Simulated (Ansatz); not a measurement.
The same path of ClH + F2GeH2 (7 atoms, charge 0, multiplicity 1) was run twice with different band settings. Lost on the way: Ge1–H2, Cl6–H7. Made: Ge1–Cl6, H2–H7.

Computed with RHF/def2-SVP in Ansatz.

Relaxed end points:

```xyz
7
Properties=species:S:1:pos:R:3
Ge 0.551 0.000 -0.260
H 0.505 0.000 1.253
H 1.916 0.000 -0.923
F -0.312 1.360 -0.840
F -0.312 -1.360 -0.840
Cl -3.006 0.000 1.676
H -2.836 0.000 2.937
```

```xyz
7
Properties=species:S:1:pos:R:3
Ge -0.338 0.000 -0.791
H -0.334 0.000 3.815
H 0.831 0.000 0.158
F -0.275 1.350 -1.823
F -0.275 -1.350 -1.823
Cl -2.227 0.000 0.170
H -0.873 0.000 3.297
```

Common settings: movable images 9; climbing image yes; optimiser quadratic models (default); start path through a guess of the saddle point; force threshold 0.03 eV/Å; iteration limit 60; end points relaxed.

| run | spring |
| --- | --- |
| 1 | 5.0 eV/Å² |
| 2 | 0.1 eV/Å² |

Question: What does each run give, and how far can it be trusted?

Answer: Run 1: converged after 16 iterations, highest image 2.789 eV above the first end. Neighbouring images differ by up to 1.7 eV, so the band resolves the path poorly. A vibrational analysis at the climbing image gives one clearly imaginary mode, 1520i cm⁻¹, and a faint second one (27i cm⁻¹) that may be numerical noise or a soft torsion: probably a first-order saddle point.
Run 2: converged after 14 iterations, highest image 2.790 eV above the first end. Neighbouring images differ by up to 1.7 eV, so the band resolves the path poorly. Another band between the same ends (9 images) ends at a top of the same energy, where a vibrational analysis finds 1 clearly imaginary mode.
The orbitals stay closed-shell, which can raise the energy where a bond breaks towards radicals; this wasn't checked here.
